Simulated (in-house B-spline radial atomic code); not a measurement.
Results of a calculation; reference values are marked as such.
# From levels and matrix elements to observables: the krypton ion Kr²⁵⁺

One electron outside the [He] 2s2 2p6 core, from an all-electron radial atomic-structure program (B-spline basis): Brueckner orbitals with a screened correlation potential on Dirac-Hartree-Fock, Breit and QED terms for the lowest states, dipole elements in length form with static core polarisation. The core's own polarisability, by RPA, is 0.001203 bohr³.

```
state  removal energy (cm⁻¹)  size of the reduced dipole element to 3s1/2 (a.u.)
3s1/2                9720563                                                   -
4s1/2                5227140                                                   -
3p1/2                9266097                                               0.347
3p3/2                9161847                                              0.4949
4p1/2                5042080                                              0.1199
4p3/2                5000411                                              0.1591
```

Use R = 109737.3 cm⁻¹, 1 hartree = 219474.6 cm⁻¹, c = 137.036 and 1 a.u. of rate = 4.1341e16 s⁻¹.

(1) Find the quantum defects of the two s states and predict 5s1/2.

(2) What are the wavelength, oscillator strength and rate of 3s1/2–3p3/2?

Results:

(1) With n* = 26 √(R/E): 3s1/2 has n* = 2.7625, δ = 0.2375; 4s1/2 has n* = 3.7672, δ = 0.2328. Ritz's form δ = δ0 + b/n*² gives b = 0.077, δ0 = 0.2274, so with n* ≈ 5 − 0.2328, δ = 0.2308 and E = R × 26²/(5 − 0.2308)² = 3261385 cm⁻¹. The program finds 3263203 cm⁻¹.

(2) ΔE = 558716 cm⁻¹ = 2.54570 hartree, λ = 17.898 nm in vacuum. f = (2/3) ΔE D²/(2j + 1 of the lower state) = (2/3) × 2.54570 × 0.4949²/2 = 0.2078. A = (4/3) ΔE³ D²/(c³ (2j' + 1)) = 5.2340e-07 a.u. = 2.164e+10 s⁻¹, a partial lifetime of 0.04622 ns.
